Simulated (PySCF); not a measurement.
Species: HSn(SnH3)3.
Structure used (PBE0-D3(BJ)/def2-SVP), in Å, numbered top down from 1:
```
atom  x, y, z in Å
Sn1   -0.520   -0.558    0.076
Sn2    1.727   -1.231    1.583
Sn3    0.117   -0.350   -2.629
Sn4   -1.598    1.834    1.013
H5    -1.692   -1.803    0.267
H6     2.014   -0.032    2.778
H7     3.117   -1.334    0.582
H8     1.511   -2.740    2.370
H9    -0.239    1.230   -3.199
H10   -0.781   -1.475   -3.563
H11    1.788   -0.647   -2.875
H12   -0.999    2.183    2.583
H13   -1.154    3.122   -0.029
H14   -3.310    1.757    1.087
```

Method: PySCF 2.14.0, PBE0-D3(BJ)/def2-SVP geometry optimisation, gas phase, def2 core potentials past Kr.

Q: Which atoms are bound to Sn1, and at what distances?

A: 4 atoms: H5 1.720 Å, Sn4 2.786 Å, Sn3 2.787 Å, Sn2 2.789 Å. The nearest atom not counted as bound is H13, at 3.74 Å (others tie with it).

Q: List the angles at Sn1.

A: 
| angle | degrees | distance of the outer atoms (Å) |
| --- | --- | --- |
| Sn2–Sn1–Sn3 | 111.0 | 4.60 |
| Sn3–Sn1–Sn4 | 110.5 | 4.58 |
| Sn2–Sn1–Sn4 | 109.7 | 4.56 |
| Sn4–Sn1–H5 | 108.7 | 3.71 |
| Sn3–Sn1–H5 | 108.5 | 3.71 |
| Sn2–Sn1–H5 | 108.3 | 3.71 |

Q: What is the shape at Sn1?

A: Tetrahedral: angles from 108.3° to 111.0°; τ4 = (360° − α − β)/141° = 0.98 with α and β the two widest (0 for a square, 1 for a tetrahedron).

Q: Which atoms are bound to Sn2, and at what distances?

A: 4 atoms: H8 1.716 Å, H7 1.716 Å, H6 1.716 Å, Sn1 2.789 Å. The nearest atom not counted as bound is H5, at 3.71 Å.

Q: List the angles at Sn2.

A: 
```tsv
angle	degrees	distance of the outer atoms (Å)
Sn1–Sn2–H8	111.0	3.76
Sn1–Sn2–H7	110.6	3.75
Sn1–Sn2–H6	110.0	3.74
H7–Sn2–H8	108.5	2.78
H6–Sn2–H8	108.4	2.78
H6–Sn2–H7	108.2	2.78
```

Q: What is the shape at Sn2?

A: Tetrahedral: angles from 108.2° to 111.0°; τ4 = (360° − α − β)/141° = 0.98 with α and β the two widest (0 for a square, 1 for a tetrahedron).

Charge 0, singlet. Not checked by PBE0-D3(BJ)/def2-SVP frequencies.
